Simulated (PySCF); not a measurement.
## Calculated data, BClGeH₃N, CH₈B₂Ge, Ge₂H₅N

All values are calculated (PySCF 2.14.0). Calculation on a computer-drawn molecule: optimised geometry and harmonic frequencies of an isolated molecule of the commonest isotopes, restricted reference for singlets and unrestricted otherwise, frozen core in MP2; on germanium a core potential holds 10 electrons, which the energies leave out, and 3d is frozen in MP2 and coupled-cluster steps.

Common to all runs: charge 0; multiplicity 1; basis and core potential on germanium cc-pVDZ-PP ECP10MDF.

(1) BClGeH₃N

Start structure:
```xyz
7
BClGeH3N
B     -0.6850    -0.4477     2.2432
N     -1.2941    -0.0151     1.2519
Ge    -2.2023     0.5389    -0.1934
Cl    -3.2564    -1.1626    -1.0401
H     -0.1069    -0.8486     3.1804
H     -3.2647     1.5507     0.1994
H     -1.2476     1.0309    -1.2673
```

Here we set method MP2 and basis cc-pV(D+d)Z.

Drawn bonds:
```
atom  other atom  order
   1           2      2
   2           3      1
   3           4      1
   1           5      1
   3           6      1
   3           7      1
```

(2) CH₈B₂Ge

Start structure:
```xyz
12
CH8B2Ge
B      0.1910     0.4512     1.7217
C      0.3709     0.5328     0.1841
B      1.8489     0.1398    -0.2172
Ge    -0.8570    -0.8320    -0.5768
H      0.5384    -0.5662     2.2937
H     -0.2428     1.3006     2.3937
H      0.0656     1.5208    -0.2078
H      2.2774    -0.8347     0.1535
H      2.4531     0.8286    -0.9261
H     -0.7243    -0.7220    -2.0910
H     -0.6396    -2.1540    -0.1333
H     -2.2400    -0.4575    -0.2693
```

It was run with method HF and basis cc-pVDZ.

Drawn bonds:
```
atom  other atom  order
   1           2      1
   2           3      1
   2           4      1
   1           5      1
   1           6      1
   2           7      1
   3           8      1
   3           9      1
   4          10      1
   4          11      1
   4          12      1
```

(3) Ge₂H₅N

Start structure:
```xyz
8
Ge2H5N
Ge    -0.0106     1.5887    -0.1298
N      0.8833     2.1201     1.1666
Ge     1.6729     1.2940     2.5114
H     -0.3346     0.2004    -0.7135
H     -0.5749     2.6965    -1.0854
H      1.8085    -0.2515     2.4764
H      3.1610     1.8352     2.5962
H      0.9574     1.6400     3.7794
```

Here we set method HF and basis cc-pVDZ.

Drawn bonds:
```
atom  other atom  order
   1           2      2
   2           3      1
   1           4      1
   1           5      1
   3           6      1
   3           7      1
   3           8      1
```

**Q.** Estimate the rotational constants of BClGeH₃N (entry 1).
**A.** 7, 2.274, 1.756 GHz

**Q.** BClGeH₃N (entry 1): total energy?
**A.** -834.3024 hartree

**Q.** CH₈B₂Ge (entry 2): total energy?
**A.** -385.2395 hartree

**Q.** Give the missing rotational constants for CH₈B₂Ge (entry 2).
**A.** 7.39, 3.12, 2.473 GHz

**Q.** Ge₂H₅N (entry 3): rotational constants?
**A.** 30.71, 1.272, 1.24 GHz

**Q.** Estimate the total energy of Ge₂H₅N (entry 3).
**A.** -644.0454 hartree

Further results for BClGeH₃N (entry 1):

- convergence status largest gradient component: 1.834e-05 hartree/bohr

Optimised structure:
```xyz
7
BClGeH3N
B     -0.6697    -0.4552     2.2667
N     -1.3008    -0.0345     1.2497
Ge    -2.2215     0.5345    -0.2182
Cl    -3.2742    -1.1546    -1.0674
H     -0.0798    -0.8389     3.2142
H     -3.2707     1.5592     0.2026
H     -1.2403     1.0360    -1.2736
```

Modes:
```
frequency (cm⁻¹)  reduced mass (dalton)
           89.62                  4.845
             143                  3.568
           236.5                  9.798
             432                  38.85
           558.2                  1.177
           562.8                  10.04
           694.9                  1.081
           715.3                  1.265
           716.7                  1.308
           829.1                  1.045
           892.5                  1.023
            1835                  5.542
            2238                  1.015
            2239                  1.026
            2907                  1.178
```

Further results for CH₈B₂Ge (entry 2):

* convergence status largest gradient component: 9.472e-06 hartree/bohr

Optimised structure:
```xyz
12
CH8B2Ge
B      0.1718     0.4256     1.7634
C      0.4136     0.5668     0.2308
B      1.8254     0.1241    -0.2569
Ge    -0.8432    -0.7705    -0.5992
H      0.5425    -0.5555     2.3516
H     -0.4028     1.2817     2.3810
H      0.0869     1.5252    -0.1795
H      2.3287    -0.8828     0.1658
H      2.4279     0.7670    -1.0744
H     -0.6977    -0.6940    -2.1210
H     -0.5357    -2.1883    -0.1202
H     -2.2759    -0.3919    -0.2161
```

Modes:
```
frequency (cm⁻¹)  reduced mass (dalton)
           47.48                   1.08
           159.7                  2.071
           198.5                   2.41
           235.7                  1.368
           293.9                  1.188
           359.8                  1.578
             519                  3.951
           603.2                   1.14
           610.2                  1.089
           832.5                  1.172
           855.7                  1.693
           930.3                  1.118
           963.3                  1.021
           969.3                  1.025
            1046                  1.556
            1069                  1.836
            1122                  1.581
            1124                  1.788
            1181                  1.197
            1295                  1.145
            1340                  1.237
            1383                  1.685
            2223                  1.024
            2233                  1.021
            2250                  1.014
            2651                  1.051
            2666                  1.055
            2723                  1.127
            2730                  1.127
            3215                  1.084
```

Further results for Ge₂H₅N (entry 3):

- convergence status largest gradient component: 3.832e-06 hartree/bohr

Optimised structure:
```xyz
8
Ge2H5N
Ge     0.0247     1.6458    -0.1510
N      0.8183     2.2371     1.1975
Ge     1.6821     1.3070     2.5178
H     -0.1383     0.1784    -0.5545
H     -0.6327     2.6051    -1.1323
H      1.6359    -0.2206     2.2993
H      3.1507     1.7465     2.5591
H      1.0224     1.6241     3.8653
```

Modes:
```
frequency (cm⁻¹)  reduced mass (dalton)
           116.6                  1.343
           128.6                  6.182
           289.6                  1.189
           498.9                   3.29
             623                  1.101
           637.9                  1.114
           698.3                  1.123
           718.2                  1.514
           937.7                  1.095
           958.3                  1.021
           961.8                  1.021
           967.4                  1.026
            1151                   8.12
            2158                  1.021
            2203                  1.024
            2223                  1.021
            2229                  1.014
            2278                  1.018
```
